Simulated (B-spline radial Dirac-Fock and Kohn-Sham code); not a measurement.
# X-ray form factors of samarium in several charge states

Method: Dirac-Fock orbitals of the configuration average with a finite nucleus. Computed with an atomic code on a B-spline grid.

Configurations: Sm¹⁷⁺ [Kr] 4d9; Sm¹⁸⁺ [Kr] 4d8; Sm²⁰⁺ [Kr] 4d6; Sm²²⁺ [Kr] 4d4; Sm²⁴⁺ [Kr] 4d2. The first column is f₀ of Sm¹⁷⁺, the others are differences from it.

```
s (Å⁻¹)   Sm¹⁷⁺  Δ Sm¹⁸⁺  Δ Sm²⁰⁺  Δ Sm²²⁺  Δ Sm²⁴⁺
      0  45.000   -1.000   -3.000   -5.000   -7.000
    0.1  44.402   -0.959   -2.882   -4.812   -6.748
    0.2  42.689   -0.845   -2.553   -4.284   -6.036
    0.3  40.086   -0.679   -2.074   -3.513   -4.992
    0.4  36.905   -0.493   -1.530   -2.629   -3.785
    0.5  33.485   -0.315   -1.002   -1.761   -2.587
    0.7  27.040   -0.057   -0.216   -0.436   -0.718
    0.9  22.123   +0.043   +0.114   +0.158   +0.170
    1.1  18.824   +0.043   +0.132   +0.222   +0.309
    1.4  15.697   -0.005   -0.009   -0.002   +0.014
```
